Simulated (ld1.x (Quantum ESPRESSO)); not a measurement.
# Configuration tests for Ir (Z = 77) (PAW)

Ir (Z = 77), PAW, made with ld1.x (Quantum ESPRESSO) 7.5 (PBE, fully relativistic). Core [Kr] 4d10 4f14, reference 5s2 5p6 5d7 6s1 6p0 (charge +1). Waves: 5s (bound): rcut 1.65, rcutus 1.85 bohr; 6s (bound): rcut 1.65, rcutus 1.85 bohr; 5p (bound): rcut 1.50, rcutus 1.95 bohr; 6p (bound, empty): rcut 1.50, rcutus 1.95 bohr; 5d (bound): rcut 1.55, rcutus 1.70 bohr; 5d channel at -0.26 Ry: rcut 1.55, rcutus 1.70 bohr. Local part: all-electron potential smoothed inside 1.55 bohr (lloc = -1). Core correction: Bessel-smoothed model core, default radius (core density twice the valence density). Augmentation charge: GAUSS, radius 1.05 bohr.

Open shells are filled in proportion to 2j + 1 (rel_dist='average').

Energies are relative to the spin-unpolarised reference configuration 5s2 5p6 5d7 6s1 6p0; without spin polarisation the order of configurations can differ from experiment.

(1) Give the all-electron excitation energy and the error of the potential for: 5s2 5p6 5d7 6s2 6p0; 5s2 5p6 5d7 6s0 6p0; 5s2 5p6 5d6 6s0 6p0; 5s2 5p6 5d6 6s2 6p0; 5s2 5p6 5d7 6s0 6p1; 5s2 5p6 5d7 6s1 6p1; 5s2 5p6 5d6 6s2 6p1.

Levels in the configuration 5s2 5p6 5d6 6s2 6p0:

| level | all-electron (eV) | pseudo (eV) |
| --- | --- | --- |
| 5s j=1/2 | -109.197 | -109.053 |
| 5p j=1/2 | -75.905 | -75.755 |
| 5p j=3/2 | -62.196 | -62.095 |
| 5d j=3/2 | -18.327 | -18.292 |
| 5d j=5/2 | -16.980 | -16.951 |
| 6s j=1/2 | -14.642 | -14.658 |

The ghost test of this file was not conclusive.

## Answers

(1)

```tsv
valence configuration	charge	ΔE all-electron (eV)	error AE − PS (meV)
5s2 5p6 5d7 6s2 6p0	0	-9.888	+1.6
5s2 5p6 5d7 6s0 6p0	+2	17.474	+0.4
5s2 5p6 5d6 6s0 6p0	+3	48.009	+0.2
5s2 5p6 5d6 6s2 6p0	+1	2.312	+17
5s2 5p6 5d7 6s0 6p1	+1	6.395	+2.9
5s2 5p6 5d7 6s1 6p1	0	-4.627	+5.0
5s2 5p6 5d6 6s2 6p1	0	-2.789	+59
```
